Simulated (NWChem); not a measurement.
Everything below was run with NWChem. System: CH8OSi2, charge 0, spin multiplicity 1, at a geometry optimised with PBE0/def2-SVP. The structure started from a generated list of species. Level: BLYP/def2-TZVP.

The NWChem input:

```
start mol
memory heap 200 mb stack 800 mb global 1000 mb
geometry units angstroms nocenter noautoz noautosym
  Si     1.592508     0.617311     0.959046
  O      0.544620     0.314463    -0.281059
  Si    -0.702067    -0.563646    -0.939850
  C     -2.261945    -0.384240     0.074811
  H      2.483129    -0.560674     1.193796
  H      2.426171     1.801455     0.604781
  H      0.843654     0.907055     2.221334
  H     -0.922712    -0.053641    -2.325090
  H     -0.302590    -2.004935    -1.010889
  H     -3.084604    -0.946967    -0.395394
  H     -2.125337    -0.774395     1.095390
  H     -2.569183     0.670532     0.146928
end
basis spherical
  * library def2-tzvp
end
dft
  xc becke88 lyp
  semidirect memsize 60000000 filesize 0
  iterations 100
end
task dft energy
```

Output (cleaned and shortened):

```
             Northwest Computational Chemistry Package (NWChem) 7.3.0
             --------------------------------------------------------

                                NWChem Input Module
                                -------------------

 Scaling coordinates for geometry "geometry" by  1.889725989
 (inverse scale =  0.529177249)

                             Geometry "geometry" -> ""
                             -------------------------

 Output coordinates in angstroms (scale by  1.889725989 to convert to a.u.)

  No.       Tag          Charge          X              Y              Z
 ---- ---------------- ---------- -------------- -------------- --------------
    1 Si                  14.0000     1.59250800     0.61731100     0.95904600
    2 O                    8.0000     0.54462000     0.31446300    -0.28105900
    3 Si                  14.0000    -0.70206700    -0.56364600    -0.93985000
    4 C                    6.0000    -2.26194500    -0.38424000     0.07481100
    5 H                    1.0000     2.48312900    -0.56067400     1.19379600
    6 H                    1.0000     2.42617100     1.80145500     0.60478100
    7 H                    1.0000     0.84365400     0.90705500     2.22133400
    8 H                    1.0000    -0.92271200    -0.05364100    -2.32509000
    9 H                    1.0000    -0.30259000    -2.00493500    -1.01088900
   10 H                    1.0000    -3.08460400    -0.94696700    -0.39539400
   11 H                    1.0000    -2.12533700    -0.77439500     1.09539000
   12 H                    1.0000    -2.56918300     0.67053200     0.14692800

 Effective nuclear repulsion energy (a.u.)     224.8846368956

            Nuclear Dipole moment (a.u.)
            ----------------------------
        X                 Y               Z
 ---------------- ---------------- ----------------
    -0.0000151178     0.0000075589    -0.0000113384


 Summary of "ao basis" -> "" (spherical)
 ------------------------------------------------------------------------------
       Tag                 Description            Shells   Functions and Types
 ---------------- ------------------------------  ------  ---------------------
 *                         def2-tzvp                  on all atoms

                                 NWChem DFT Module
                                 -----------------

 Summary of "ao basis" -> "ao basis" (spherical)
 ------------------------------------------------------------------------------
       Tag                 Description            Shells   Functions and Types
 ---------------- ------------------------------  ------  ---------------------
 Si                        def2-tzvp                13       37   5s5p2d1f
 O                         def2-tzvp                11       31   5s3p2d1f
 C                         def2-tzvp                11       31   5s3p2d1f
 H                         def2-tzvp                 4        6   3s1p

 Summary of "ao basis" -> "ao basis" (spherical)
 ------------------------------------------------------------------------------
       Tag                 Description            Shells   Functions and Types
 ---------------- ------------------------------  ------  ---------------------
 Si                        def2-tzvp                13       37   5s5p2d1f
 O                         def2-tzvp                11       31   5s3p2d1f
 C                         def2-tzvp                11       31   5s3p2d1f
 H                         def2-tzvp                 4        6   3s1p

            General Information
            -------------------
          SCF calculation type: DFT
          Wavefunction type:  closed shell.
          No. of atoms     :    12
          No. of electrons :    50
           Alpha electrons :    25
            Beta electrons :    25
          Charge           :     0
          Spin multiplicity:     1
          Use of symmetry is: off; symmetry adaption is: off
          Maximum number of iterations: 100
          AO basis - number of functions:   184
                     number of shells:    80
          Convergence on energy requested:  1.00D-06
          Convergence on density requested:  1.00D-05
          Convergence on gradient requested:  5.00D-04

              XC Information
              --------------
                    Becke 1988 Exchange Functional  1.000
              Lee-Yang-Parr Correlation Functional  1.000

             Grid Information
             ----------------
          Grid used for XC integration:  medium
          Radial quadrature: Mura-Knowles
          Angular quadrature: Lebedev.
          Tag              B.-S. Rad. Rad. Pts. Rad. Cut. Ang. Pts.
          ---              ---------- --------- --------- ---------
          Si                  1.10       88          13.0       590
          O                   0.60       49          11.0       434
          C                   0.70       49          13.0       434
          H                   0.35       45          14.0       434
          Grid pruning is: on
          Number of quadrature shells:   634
          Spatial weights used:  Erf1

          Convergence Information
          -----------------------
          Convergence aids based upon iterative change in
          total energy or number of iterations.
          Levelshifting, if invoked, occurs when the
          HOMO/LUMO gap drops below (HL_TOL):  1.00D-02
          DIIS, if invoked, will attempt to extrapolate
          using up to (NFOCK): 10 stored Fock matrices.

                    Damping( 0%)  Levelshifting(0.5)       DIIS
                  --------------- ------------------- ---------------
          dE  on:    start            ASAP                start
          dE off:    2 iters        100 iters           100 iters

      Screening Tolerance Information
      -------------------------------
          Density screening/tol_rho:  1.00D-10
          AO Gaussian exp screening on grid/accAOfunc:  14
          CD Gaussian exp screening on grid/accCDfunc:  20
          XC Gaussian exp screening on grid/accXCfunc:  20
          Schwarz screening/accCoul:  1.00D-08

      Superposition of Atomic Density Guess
      -------------------------------------

 Sum of atomic energies:        -694.12493005

      Non-variational initial energy
      ------------------------------

 Total energy =    -695.776711
 1-e energy   =   -1405.630015
 2-e energy   =     484.968668
 HOMO         =      -0.376577
 LUMO         =       0.008428

------------------------------------------------------------
EAF file 0: "./mol.aoints.0" size=524288 bytes
------------------------------------------------------------
               write      read    awrite     aread      wait
               -----      ----    ------     -----      ----
     calls:        1         0         0         0         0
   data(b): 5.24e+05  0.00e+00  0.00e+00  0.00e+00
   time(s): 0.00e+00  0.00e+00  0.00e+00  0.00e+00  0.00e+00
rate(mb/s): 0.00e+00  0.00e+00
------------------------------------------------------------

   convergence    iter        energy       DeltaE   RMS-Dens  Diis-err    time
 ---------------- ----- ----------------- --------- --------- ---------  ------
 d= 0,ls=0.0,diis     1   -697.1331636243 -9.22D+02  9.96D-03  1.54D+00    17.3
 d= 0,ls=0.0,diis     2   -696.9683108738  1.65D-01  5.25D-03  2.72D+00    24.5
 d= 0,ls=0.0,diis     3   -697.1813175075 -2.13D-01  1.48D-03  5.50D-01    31.6
 d= 0,ls=0.0,diis     4   -697.2271321684 -4.58D-02  4.55D-04  1.05D-02    38.9
 d= 0,ls=0.0,diis     5   -697.2280051953 -8.73D-04  1.82D-04  3.80D-03    44.9
  Resetting Diis
 d= 0,ls=0.0,diis     6   -697.2284636180 -4.58D-04  5.16D-05  1.65D-04    51.2
 d= 0,ls=0.0,diis     7   -697.2284844507 -2.08D-05  2.37D-05  8.07D-06    58.4
 d= 0,ls=0.0,diis     8   -697.2284818962  2.55D-06  1.45D-05  3.55D-05    64.1
 d= 0,ls=0.0,diis     9   -697.2284853401 -3.44D-06  2.54D-06  7.07D-07    69.8
 d= 0,ls=0.0,diis    10   -697.2284854046 -6.45D-08  4.99D-07  2.48D-08    76.1

         Total DFT energy =     -697.228485404618
      One electron energy =    -1410.093144417581
           Coulomb energy =      546.858330520261
    Exchange-Corr. energy =      -58.878308402859
 Nuclear repulsion energy =      224.884636895561

 Numeric. integr. density =       49.999999044420

     Total iterative time =     74.4s

                       DFT Final Molecular Orbital Analysis
                       ------------------------------------

 Vector   23  Occ=2.000000D+00  E=-2.948893D-01
              MO Center=  9.3D-02, -2.1D-01,  4.8D-01, r^2= 5.8D+00
   Bfn.  Coefficient  Atom+Function         Bfn.  Coefficient  Atom+Function
  ----- ------------  ---------------      ----- ------------  ---------------
   150     -0.166951   7 H  s               111      0.161785   4 C  px
   138      0.152036   5 H  s                83     -0.139331   3 Si px
   162     -0.133871   9 H  s                15      0.132001   1 Si px
   151     -0.125219   7 H  s               114      0.123332   4 C  px
    84      0.110807   3 Si py              149     -0.109097   7 H  s

 Vector   24  Occ=2.000000D+00  E=-2.606465D-01
              MO Center=  4.1D-01,  2.3D-02, -4.2D-01, r^2= 4.6D+00
   Bfn.  Coefficient  Atom+Function         Bfn.  Coefficient  Atom+Function
  ----- ------------  ---------------      ----- ------------  ---------------
    44      0.250711   2 O  py               47      0.206717   2 O  py
    45     -0.176701   2 O  pz              156     -0.153873   8 H  s
   157     -0.150561   8 H  s                48     -0.145282   2 O  pz
    50      0.145394   2 O  py              163      0.134697   9 H  s
   162      0.129068   9 H  s               144     -0.127717   6 H  s

 Vector   25  Occ=2.000000D+00  E=-2.564733D-01
              MO Center= -5.1D-02, -1.0D-01,  8.7D-02, r^2= 4.4D+00
   Bfn.  Coefficient  Atom+Function         Bfn.  Coefficient  Atom+Function
  ----- ------------  ---------------      ----- ------------  ---------------
    43      0.218643   2 O  px               46      0.180019   2 O  px
   111      0.174705   4 C  px               45     -0.165532   2 O  pz
    44     -0.146746   2 O  py               48     -0.135854   2 O  pz
    49      0.133761   2 O  px              151      0.134052   7 H  s
   114      0.126814   4 C  px              150      0.126570   7 H  s

 Vector   26  Occ=0.000000D+00  E=-2.419169D-02
              MO Center=  9.4D-01,  2.6D-01,  4.5D-01, r^2= 6.3D+00
   Bfn.  Coefficient  Atom+Function         Bfn.  Coefficient  Atom+Function
  ----- ------------  ---------------      ----- ------------  ---------------
    20      0.574538   1 Si pz               18      0.527099   1 Si px
    42      0.504860   2 O  s                73      0.326681   3 Si s
    86     -0.326752   3 Si px               87     -0.237753   3 Si py
   110      0.229363   4 C  s               145     -0.214538   6 H  s
   175     -0.207435  11 H  s                19      0.189013   1 Si py

 Vector   27  Occ=0.000000D+00  E= 7.263213D-03
              MO Center= -1.3D+00, -4.9D-01, -2.2D-01, r^2= 7.6D+00
   Bfn.  Coefficient  Atom+Function         Bfn.  Coefficient  Atom+Function
  ----- ------------  ---------------      ----- ------------  ---------------
   110      3.509369   4 C  s               175     -1.172079  11 H  s
    86      1.102177   3 Si px              181     -1.033162  12 H  s
   169     -0.868758  10 H  s                73     -0.740372   3 Si s
    88     -0.486525   3 Si pz              145     -0.430536   6 H  s
    19      0.361585   1 Si py              151     -0.314319   7 H  s

 Vector   28  Occ=0.000000D+00  E= 2.768631D-02
              MO Center=  2.1D-01, -3.3D-01, -1.3D-01, r^2= 8.6D+00
   Bfn.  Coefficient  Atom+Function         Bfn.  Coefficient  Atom+Function
  ----- ------------  ---------------      ----- ------------  ---------------
    88      1.035417   3 Si pz               20      0.860315   1 Si pz
   157      0.736349   8 H  s                87      0.694581   3 Si py
    86      0.669895   3 Si px                5     -0.601131   1 Si s
   163      0.545956   9 H  s               119     -0.478576   4 C  pz
   145      0.479313   6 H  s                18      0.375754   1 Si px

 center of mass
 --------------
 x =   0.06577690 y =   0.01953602 z =  -0.03117460

 moments of inertia (a.u.)
 ------------------
         356.107075483978        -210.731167722323        -228.872638543937
        -210.731167722323         899.102680614562        -121.005401843647
        -228.872638543937        -121.005401843647         781.007039795456

     Multipole analysis of the density
     ---------------------------------

     L   x y z        total         alpha         beta         nuclear
     -   - - -        -----         -----         ----         -------
     0   0 0 0     -0.000000    -25.000000    -25.000000     50.000000

     1   1 0 0     -0.318042     -0.159013     -0.159013     -0.000015
     1   0 1 0     -0.056442     -0.028225     -0.028225      0.000008
     1   0 0 1      0.187341      0.093676      0.093676     -0.000011

     2   2 0 0    -30.504792   -211.333220   -211.333220    392.161648
     2   1 1 0      0.370651    -58.972767    -58.972767    118.316184
     2   1 0 1      0.451181    -63.430293    -63.430293    127.311766
     2   0 2 0    -32.089707    -54.988643    -54.988643     77.887580
     2   0 1 1      0.055171    -33.962651    -33.962651     67.980473
     2   0 0 2    -32.276276    -88.344580    -88.344580    144.412884

 Task  times  cpu:       76.2s     wall:       76.2s

 Total times  cpu:       76.3s     wall:       76.3s
```
